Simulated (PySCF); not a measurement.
A geometry optimisation, step by step.

Compound: ClH6PSi2.
SMILES with atom numbers: `[SiH3:1][PH:2][SiH2:3][Cl:4]` (hydrogens: H5, H6, H7 on Si1; H8 on P2; H9, H10 on Si3)

Method: PySCF, PBE0-D3(BJ)/def2-SVP geometry optimisation, gas phase; density fitting, grid level 1; the optimiser is geomeTRIC in internal coordinates, started from a GFN2-xTB structure with every atom displaced at random (about 0.01 Å). 11 of its 15 geometries are shown. The frame can shift and turn from step to step; on so coarse a grid that alone can change the energy by a few meV, and forces under 0.02 eV/Å are noise.

Step 0: E = -37639.9017 eV, largest atomic force 1.095 eV/Å
```
atom  x, y, z in Å  |  force x, y, z in eV/Å
Si1    -1.711    0.008   -0.371   -0.174   0.846  -0.107
P2     -0.107    1.024    0.785   -0.050  -0.007   0.871
Si3     1.618   -0.356    0.544    0.044   0.444   0.625
Cl4     2.057   -0.867   -1.363    0.157  -0.320  -1.035
H5     -2.710    1.076   -0.676   -0.071  -0.041   0.043
H6     -1.285   -0.581   -1.626    0.271  -0.423  -0.704
H7     -2.279   -0.987    0.513   -0.388  -0.652   0.477
H8      0.296    1.899   -0.223    0.215   0.484  -0.548
H9      1.355   -1.570    1.320   -0.117  -0.425   0.250
H10     2.817    0.333    1.075    0.115   0.095   0.128
```

Step 1: E = -37640.0075 eV, largest atomic force 0.398 eV/Å
```
atom  x, y, z in Å  |  force x, y, z in eV/Å
Si1    -0.723   -0.076   -1.076   -0.140  -0.087  -0.009
P2      0.851    1.008    0.138    0.013   0.112  -0.107
Si3     2.566   -0.422   -0.067    0.136  -0.132  -0.350
Cl4     3.007   -0.984   -2.040   -0.092   0.111   0.342
H5     -1.803    0.915   -1.363    0.033   0.018  -0.021
H6     -0.247   -0.686   -2.355    0.038   0.050   0.050
H7     -1.297   -1.146   -0.202    0.084   0.025  -0.018
H8      1.289    1.883   -0.913   -0.036  -0.118   0.112
H9      2.260   -1.665    0.694   -0.038   0.016   0.013
H10     3.785    0.230    0.487    0.003   0.006  -0.010
```

Step 3: E = -37640.0175 eV, largest atomic force 0.032 eV/Å
```
atom  x, y, z in Å  |  force x, y, z in eV/Å
Si1    -0.713   -0.080   -1.082    0.005   0.002   0.002
P2      0.842    1.022    0.142   -0.008   0.014   0.028
Si3     2.551   -0.419   -0.066   -0.003  -0.012  -0.013
Cl4     2.959   -0.991   -2.020    0.006   0.000   0.004
H5     -1.805    0.894   -1.377   -0.007  -0.008   0.000
H6     -0.190   -0.656   -2.354   -0.003   0.003  -0.013
H7     -1.241   -1.175   -0.215   -0.001  -0.011  -0.003
H8      1.282    1.882   -0.910    0.011   0.009  -0.019
H9      2.223   -1.646    0.714    0.001   0.003   0.007
H10     3.781    0.225    0.472   -0.001   0.001   0.007
```

Step 4: E = -37640.0180 eV, largest atomic force 0.036 eV/Å
```
atom  x, y, z in Å  |  force x, y, z in eV/Å
Si1    -0.712   -0.081   -1.086    0.018   0.006   0.001
P2      0.840    1.027    0.139   -0.005   0.005   0.008
Si3     2.549   -0.418   -0.062   -0.015   0.008   0.031
Cl4     2.962   -0.996   -2.012    0.010  -0.010  -0.028
H5     -1.812    0.885   -1.375   -0.008  -0.007   0.004
H6     -0.187   -0.645   -2.363   -0.004   0.002  -0.010
H7     -1.227   -1.186   -0.224   -0.003  -0.008  -0.004
H8      1.282    1.884   -0.914    0.007   0.002  -0.011
H9      2.217   -1.640    0.723    0.002   0.001   0.002
H10     3.779    0.227    0.477   -0.002   0.001   0.006
```

Step 6: E = -37640.0205 eV, largest atomic force 0.217 eV/Å
```
atom  x, y, z in Å  |  force x, y, z in eV/Å
Si1    -0.690   -0.097   -1.137    0.040   0.006  -0.011
P2      0.815    1.066    0.102    0.005  -0.031  -0.094
Si3     2.524   -0.394   -0.011   -0.052   0.089   0.191
Cl4     2.992   -1.050   -1.916    0.011  -0.036  -0.118
H5     -1.882    0.777   -1.342   -0.003   0.000   0.017
H6     -0.167   -0.537   -2.464    0.001   0.003   0.014
H7     -1.078   -1.292   -0.329    0.000   0.006  -0.005
H8      1.279    1.897   -0.966   -0.005  -0.029   0.038
H9      2.156   -1.575    0.820    0.004  -0.012  -0.023
H10     3.741    0.261    0.546   -0.002   0.003  -0.010
```

Step 7: E = -37640.0219 eV, largest atomic force 0.224 eV/Å
```
atom  x, y, z in Å  |  force x, y, z in eV/Å
Si1    -0.664   -0.117   -1.188    0.026  -0.005  -0.017
P2      0.787    1.098    0.066    0.006  -0.034  -0.101
Si3     2.495   -0.366    0.044   -0.050   0.098   0.195
Cl4     3.007   -1.086   -1.826    0.006  -0.035  -0.120
H5     -1.929    0.664   -1.318    0.002   0.004   0.014
H6     -0.150   -0.448   -2.550    0.009   0.003   0.022
H7     -0.934   -1.377   -0.432   -0.001   0.012  -0.003
H8      1.280    1.904   -1.009   -0.005  -0.032   0.051
H9      2.098   -1.518    0.903    0.006  -0.013  -0.025
H10     3.700    0.300    0.613    0.002   0.002  -0.017
```

Step 8: E = -37640.0235 eV, largest atomic force 0.118 eV/Å
```
atom  x, y, z in Å  |  force x, y, z in eV/Å
Si1    -0.654   -0.125   -1.204    0.005  -0.010  -0.017
P2      0.776    1.103    0.060   -0.006  -0.016  -0.055
Si3     2.485   -0.355    0.063   -0.022   0.049   0.104
Cl4     2.999   -1.086   -1.807    0.003  -0.015  -0.058
H5     -1.934    0.634   -1.321    0.003   0.004   0.007
H6     -0.136   -0.433   -2.569    0.007   0.003   0.015
H7     -0.902   -1.396   -0.458    0.001   0.009  -0.002
H8      1.281    1.903   -1.013   -0.001  -0.017   0.033
H9      2.087   -1.506    0.922    0.007  -0.008  -0.014
H10     3.688    0.316    0.630    0.003   0.001  -0.013
```

Step 10: E = -37640.0247 eV, largest atomic force 0.042 eV/Å
```
atom  x, y, z in Å  |  force x, y, z in eV/Å
Si1    -0.644   -0.141   -1.229   -0.007  -0.003  -0.003
P2      0.750    1.101    0.057   -0.009  -0.002   0.021
Si3     2.473   -0.337    0.093    0.012  -0.018  -0.036
Cl4     2.989   -1.077   -1.781   -0.002   0.010   0.024
H5     -1.936    0.598   -1.343    0.002   0.000  -0.006
H6     -0.108   -0.422   -2.592    0.003  -0.001  -0.005
H7     -0.874   -1.422   -0.497    0.000  -0.004  -0.001
H8      1.277    1.899   -1.003    0.002   0.010  -0.003
H9      2.091   -1.493    0.952    0.002   0.003   0.005
H10     3.672    0.349    0.647   -0.002   0.004   0.003
```

Step 11: E = -37640.0254 eV, largest atomic force 0.050 eV/Å
```
atom  x, y, z in Å  |  force x, y, z in eV/Å
Si1    -0.632   -0.164   -1.266    0.007   0.011   0.010
P2      0.712    1.093    0.059    0.011  -0.009   0.023
Si3     2.459   -0.316    0.126    0.009  -0.012  -0.048
Cl4     2.996   -1.071   -1.736   -0.002   0.007   0.023
H5     -1.942    0.543   -1.380   -0.003  -0.005  -0.008
H6     -0.072   -0.402   -2.627    0.001  -0.005  -0.007
H7     -0.833   -1.464   -0.559   -0.005  -0.007  -0.005
H8      1.257    1.901   -0.985   -0.010   0.012  -0.005
H9      2.098   -1.468    0.999   -0.003   0.005   0.006
H10     3.645    0.402    0.673   -0.005   0.003   0.010
```

Step 13: E = -37640.0266 eV, largest atomic force 0.024 eV/Å
```
atom  x, y, z in Å  |  force x, y, z in eV/Å
Si1    -0.615   -0.200   -1.313    0.010   0.013   0.010
P2      0.657    1.066    0.076    0.020  -0.014  -0.003
Si3     2.450   -0.285    0.161   -0.005   0.012  -0.002
Cl4     3.019   -1.048   -1.686    0.004   0.000  -0.004
H5     -1.938    0.476   -1.454   -0.003  -0.004  -0.001
H6     -0.009   -0.396   -2.660    0.001  -0.004  -0.001
H7     -0.806   -1.519   -0.638   -0.002  -0.003  -0.003
H8      1.202    1.914   -0.937   -0.017   0.001   0.001
H9      2.126   -1.435    1.051   -0.006   0.000  -0.002
H10     3.605    0.483    0.703   -0.002  -0.002   0.006
```

Step 14: E = -37640.0269 eV, largest atomic force 0.023 eV/Å
```
atom  x, y, z in Å  |  force x, y, z in eV/Å
Si1    -0.608   -0.218   -1.329    0.004   0.003   0.003
P2      0.632    1.048    0.086    0.011  -0.007  -0.010
Si3     2.449   -0.270    0.172   -0.007   0.014   0.017
Cl4     3.038   -1.026   -1.671    0.004   0.002  -0.010
H5     -1.932    0.452   -1.493    0.000  -0.001   0.002
H6      0.022   -0.406   -2.667    0.001  -0.001   0.002
H7     -0.805   -1.542   -0.666    0.002  -0.001  -0.001
H8      1.165    1.922   -0.911   -0.011  -0.004   0.002
H9      2.141   -1.424    1.063   -0.004  -0.003  -0.006
H10     3.587    0.520    0.719    0.000  -0.003   0.002
```

**Question.** Summarise the path.

**Answer.** The energy falls by 0.1252 eV from step 0 to step 14; nine tenths of that is first reached at step 2. It falls at every step. The largest force goes from 1.095 to 0.023 eV/Å. Among the bonds Si3–Cl4 changes most, from 2.023 to 2.077 Å; the atoms move by 0.303 Å rms after alignment.

What follows is the cost of the whole optimisation. Hardware: Arm Neoverse V1, one thread, on a shared host. Cost: 58 s of wall time, 0.43 GiB resident at most.
